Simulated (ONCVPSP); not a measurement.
# oxygen, ONCV: configuration errors across variants

- Element: oxygen
- Generator: ONCVPSP 4.0.1
- Type: optimised norm-conserving Vanderbilt (ONCV)
- Functional: PBE
- Relativity: non-relativistic
- Frozen core: [He]
- Valence charge: 6
- Reference configuration: 2s2 2p3.5 (charge +0.5)
- Partial waves: 2s: rc 0.95 bohr, ncon 4, nbas 7, qcut 6.6 1/bohr, 1 projector; 2p: rc 2.10 bohr, ncon 4, nbas 8, qcut 8.4 1/bohr, 2 projectors, debl 0.6 Ha
- Local potential: polynomial inside 0.65 bohr (lpopt 4, dvloc0 3 Ha)
- Core correction: Teter function, fcfact 5.25, rcfact 1.45

All-electron excitation energies from the reference (eV): (1) 2s2 2p4 -6.290; (2) 2s2 2p3 10.149; (3) 2s2 2p2 43.742; (4) 2s1 2p4 25.319.

2 further variants failed, have other tests or too few solved ones, and are left out.

Errors AE − PS in meV (a dash: test not solved or not reliable):

| change | (1) | (2) | (3) | (4) | bound ghosts | GHOST(+) flags above zero |
| --- | --- | --- | --- | --- | --- | --- |
| base | +16 | +32 | +490 | -87 | none | none |
| p: rc 1.52 | +5.7 | +12 | +205 | -23 | none | none |
| p: rc 1.88 | +11 | +24 | +370 | -60 | none | none |
| p: rc 2.02 | +14 | +29 | +449 | -78 | none | none |
| p: rc 2.22 | +19 | +38 | +563 | -103 | none | none |
| p: rc 2.5 | +26 | +50 | +724 | -137 | none | none |
| p: rc 2.84 | +41 | +75 | +1031 | -200 | none | none |

(1) Give the same row for: p: rc 1.64.

## Answers

(1) +7.3, +16, +254, -34; bound ghosts: none; GHOST(+) flags above zero: none.
